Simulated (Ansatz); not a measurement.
**Abstraction of Cl: C2H9ClSi2 + C2HCl2Si → C2H9Si2 + C2HCl3Si**

Gas-phase species: C2H9ClSi2 `C[SiH2][SiH](C)Cl`, singlet; C2HCl2Si `C#C[Si](Cl)Cl`, doublet; C2H9Si2 `C[SiH][SiH2]C`, doublet; C2HCl3Si `C#C[Si](Cl)(Cl)Cl`, singlet. A radical takes Cl: the energy is the difference in strength between two Si–Cl bonds in different surroundings.

Shapes, held fixed at every level: PBE0-D4/def2-TZVP. Flexible molecules stand in one conformer, not always the lowest. Programs: Ansatz 0.2.0. Electronic energies: no zero-point or thermal term.

**Question.** Estimate ΔE of this reaction.

**Answer.** The highest level, CCSD(T)/CBS estimate, gives ΔE = -5.5 kJ/mol; the levels span -16.8 to +2.2. They disagree on the sign: 2 of 8 are positive. The column of differences is taken from that level and isn't an error. No measured value is set beside it here. Spin contamination: C2HCl2Si (⟨S²⟩ up to 0.80). Open shells run unrestricted. The CBS estimate extrapolates MP2 from def2-TZVPP and def2-QZVPP and adds CCSD(T) − MP2 in the triple-zeta set, cores frozen.

```tsv
level	kind	ΔE (kJ/mol)	less CCSD(T)/CBS estimate
MP2/def2-TZVPP	perturbation theory	-16.8	-11.3
PBE-D4/def2-TZVPP	GGA	+2.2	+7.7
r2SCAN-D4/def2-TZVPP	meta-GGA	+0.2	+5.7
wB97M-V/def2-TZVPP	range-separated hybrid	-4.2	+1.3
B2PLYP/def2-TZVPP	double hybrid	-0.2	+5.3
CCSD(T)/def2-TZVPP	coupled cluster or CI	-7.0	-1.5
CCSD/def2-TZVPP	coupled cluster or CI	-6.4	-0.9
CCSD(T)/CBS estimate	coupled cluster or CI	-5.5	0.0
```
